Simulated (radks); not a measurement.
Species: Er2+. Configuration: [Xe] 4f12.

Method: Dirac Kohn-Sham, PBE, spin-unpolarised, spherical densities, finite nucleus; open shells are shared between the two j in proportion to 2j + 1; Fermi nuclear charge, rms radius 5.2516 fm; computed with a radial shooting solver on a logarithmic mesh with Libxc functionals.

Energy parts (hartree):
part                       energy
total                 -13097.6992
kinetic                14453.2655
electron-nucleus      -32370.8381
Hartree                 5098.8366
exchange-correlation    -278.9631

Orbitals (lengths in bohr, moments of r in powers of bohr; <r^-3> diverges for s and p1/2):
1s1/2: occ. 2; eigenvalue (hartree) -2106.043; <r^4> 8.648e-07; <r^2> 0.0005680; small-component weight 6.48e-02
2s1/2: occ. 2; eigenvalue (hartree) -354.0540; <r^4> 0.0001338; <r^2> 0.008776; small-component weight 1.45e-02
2p1/2: occ. 2; eigenvalue (hartree) -337.2916; <r^4> 0.00008189; <r^2> 0.006329; small-component weight 1.45e-02
2p3/2: occ. 4; eigenvalue (hartree) -303.5977; <r^4> 0.0001118; <r^-3> 12190; <r^2> 0.007548; small-component weight 1.33e-02
3s1/2: occ. 2; eigenvalue (hartree) -79.73154; <r^4> 0.005077; <r^2> 0.05794; small-component weight 4.66e-03
3p1/2: occ. 2; eigenvalue (hartree) -72.36737; <r^4> 0.004556; <r^2> 0.05361; small-component weight 4.60e-03
3p3/2: occ. 4; eigenvalue (hartree) -65.29040; <r^4> 0.005744; <r^-3> 2658; <r^2> 0.06046; small-component weight 4.27e-03
3d3/2: occ. 4; eigenvalue (hartree) -52.68295; <r^4> 0.004039; <r^-3> 452.5; <r^2> 0.04763; small-component weight 4.15e-03
3d5/2: occ. 6; eigenvalue (hartree) -51.13624; <r^4> 0.004338; <r^-3> 395.5; <r^2> 0.04952; small-component weight 4.05e-03
4s1/2: occ. 2; eigenvalue (hartree) -16.14637; <r^4> 0.1240; <r^2> 0.2918; small-component weight 1.50e-03
4p1/2: occ. 2; eigenvalue (hartree) -13.20204; <r^4> 0.1392; <r^2> 0.3048; small-component weight 1.41e-03
4p3/2: occ. 4; eigenvalue (hartree) -11.61030; <r^4> 0.1762; <r^-3> 598.2; <r^2> 0.3427; small-component weight 1.29e-03
4d3/2: occ. 4; eigenvalue (hartree) -6.76233; <r^4> 0.2459; <r^-3> 87.14; <r^2> 0.3875; small-component weight 1.11e-03
4d5/2: occ. 6; eigenvalue (hartree) -6.47315; <r^4> 0.2657; <r^-3> 74.83; <r^2> 0.4026; small-component weight 1.07e-03
5s1/2: occ. 2; eigenvalue (hartree) -2.43253; <r^4> 4.689; <r^2> 1.769; small-component weight 3.01e-04
5p1/2: occ. 2; eigenvalue (hartree) -1.63891; <r^4> 8.078; <r^2> 2.269; small-component weight 2.35e-04
5p3/2: occ. 4; eigenvalue (hartree) -1.44081; <r^4> 10.89; <r^-3> 72.82; <r^2> 2.629; small-component weight 2.04e-04
4f5/2: occ. 5.14286; eigenvalue (hartree) -0.66241; <r^4> 2.622; <r^-3> 10.90; <r^2> 0.8930; small-component weight 6.40e-04
4f7/2: occ. 6.85714; eigenvalue (hartree) -0.62249; <r^4> 3.011; <r^-3> 10.37; <r^2> 0.9434; small-component weight 6.22e-04

The highest occupied level is 4f7/2 at -16.939 eV. The electron density at the nucleus is 8.727e+05 e/bohr^3. Summed over all electrons, <r^2> = 37.20 bohr^2, which gives a Langevin (diamagnetic) susceptibility term of -29.5 x 10^-6 cm^3/mol. For comparison, the ionisation energy in NIST's Atomic Spectra Database is 22.70 eV (semi-empirical). In exact Kohn-Sham theory the highest level is minus the ionisation energy, but local and semilocal functionals leave it too shallow, through self-interaction and a potential that decays too fast; potentials with the right tail come closer.

Beside tabulated values, note that spin-unpolarised runs miss the spin-polarisation part of the exchange energy of open shells.
